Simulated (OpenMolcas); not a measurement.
## V2+ in CsCaF3: curves along the breathing mode

V2+ with its 6 nearest fluoride ions, on the Ca site of CsCaF3 (a = 4.526 Å, distance in the model lattice 2.263 Å). The rest of the host is ab initio model potentials to 7.6 Å, with orthogonalisation functions on the cations behind the ligands, and point charges beyond; the distance is set by hand and nothing relaxes. Ligand basis ANO-RCC-VDZP.

```json
{
 "Program": "OpenMolcas 26.06",
 "Method": "CASSCF",
 "Basis": "ANO-RCC-VDZP [5s4p2d1f]",
 "Scalar Hamiltonian": "DKH2, point nucleus",
 "Active space": "3 electrons in 5 orbitals (3d)",
 "State averaging": "2S+1 = 4 even, 10 roots; 2S+1 = 2 even, 40 roots",
 "Spin-orbit coupling": "state interaction with AMFI integrals over the reference wave functions"
}
```

Spin-free energies (labels of O, the rotations of Oh) in cm-1 above the lowest fitted minimum, as all ligands move together:

```
R (Å)    4A2    4T2    4T1     2E    2T1    2T2    2A1
2.015   4460  17620  25350  21240  22050  28380  31680
2.062   1410  13090  20310  18130  18960  24930  27180
 2.11     90  10440  17140  16760  17590  23210  24560
2.157    380   9600  15780  17000  17830  23120  23760
2.205   2210  10400  16070  18780  19590  24540  24590
2.252   5440  12770  17950  21960  22760  27370  26980
2.299  10140  16690  21420  26610  27390  31640  30940
```

Cubic fits give the following; the wavenumber is harmonic, with the mass of all moving ligands, small differences in it between states hang on the degree of the fit, a number in brackets counts states of one label, and the table is a selection of at most 14 states with clean curves.

```json
{"State": "4A2", "R0 (Å)": "2.125", "Breathing mode (cm-1)": "458", "Minimum (cm-1)": "0"}
{"State": "4T2", "R0 (Å)": "2.158", "Breathing mode (cm-1)": "471", "Minimum (cm-1)": "9570"}
{"State": "4T1", "R0 (Å)": "2.172", "Breathing mode (cm-1)": "469", "Minimum (cm-1)": "15670"}
{"State": "2E", "R0 (Å)": "2.127", "Breathing mode (cm-1)": "458", "Minimum (cm-1)": "16650"}
{"State": "2T1", "R0 (Å)": "2.127", "Breathing mode (cm-1)": "457", "Minimum (cm-1)": "17480"}
{"State": "2T2", "R0 (Å)": "2.137", "Breathing mode (cm-1)": "455", "Minimum (cm-1)": "22950"}
{"State": "2A1", "R0 (Å)": "2.157", "Breathing mode (cm-1)": "471", "Minimum (cm-1)": "23730"}
{"State": "2T2(2)", "R0 (Å)": "2.157", "Breathing mode (cm-1)": "474", "Minimum (cm-1)": "26700"}
{"State": "4T1(2)", "R0 (Å)": "2.172", "Breathing mode (cm-1)": "484", "Minimum (cm-1)": "27050"}
{"State": "2T1(2)", "R0 (Å)": "2.156", "Breathing mode (cm-1)": "472", "Minimum (cm-1)": "27380"}
{"State": "2E(2)", "R0 (Å)": "2.156", "Breathing mode (cm-1)": "471", "Minimum (cm-1)": "29160"}
{"State": "2T1(3)", "R0 (Å)": "2.164", "Breathing mode (cm-1)": "469", "Minimum (cm-1)": "32460"}
{"State": "2T1(4)", "R0 (Å)": "2.185", "Breathing mode (cm-1)": "482", "Minimum (cm-1)": "36390"}
{"State": "2T2(3)", "R0 (Å)": "2.181", "Breathing mode (cm-1)": "470", "Minimum (cm-1)": "37130"}
```

The minimum of 4T2 is shifted by +0.0324 Å against 4A2 (from the unrounded fits). With M = 114.0 u for the moving shell, the Huang-Rhys factor in this mode is S = M ω ΔR² / 2ħ = 0.01483 × 114.0 × 458 × 0.0324² = 0.81. Only the first shell moves, against a rigid host.

Without dynamic correlation the repulsion within the d shell is too large (B by tens of per cent), so at a given field states of lower spin stand too high. Ligand-to-metal charge-transfer states are missing. With no ligand orbital active B as a rule stays too high, so bands that hang on it stand too high and its fall with covalency is understated. With metal d orbitals alone and no dynamic correlation 10Dq can be off by a tenth to a fifth, either way, in oxide and fluoride hosts. No measured value stands beside these numbers.
